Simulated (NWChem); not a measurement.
TiNH2OF; SMILES [NH2][Ti]([F])=[O]

```xyz
6

Ti     0.1012    -0.1243    -0.0130
O      1.6068     0.4256    -0.1923
F     -0.1690    -1.9032    -0.0558
N     -1.2018     1.2086    -0.3760
H     -2.2152     1.0587    -0.4639
H     -0.9963     2.1812    -0.6325
```
Atoms are numbered in this order, from 1.

Level: PBE-D3(BJ)/def2-SVP (NWChem), optimised geometry, unscaled harmonic frequencies. 

| frequency (cm⁻¹) | IR intensity (km/mol) |
|---|---|
| 50 | 50.2 |
| 176 | 1.6 |
| 247 | 4.5 |
| 470 | 14.0 |
| 507 | 12.7 |
| 574 | 201.7 |
| 657 | 37.0 |
| 769 | 183.2 |
| 1077 | 192.4 |
| 1460 | 29.3 |
| 3440 | 37.5 |
| 3536 | 17.9 |

```
Quantity                                                                           Result
-----------------------------------------------------------------------  ----------------
zero-point energy                                                           18.5 kcal/mol
thermal correction to the enthalpy at 298.15 K (with zero-point energy)     22.7 kcal/mol
heat capacity Cv                                                         17.2 cal/(mol K)
entropy at 298.15 K and 1 atm (symmetry number 1)                        76.5 cal/(mol K)
dipole moment                                                                      3.48 D
```

Rigid rotor and harmonic oscillator; modes under 100 cm⁻¹ make the entropy uncertain.
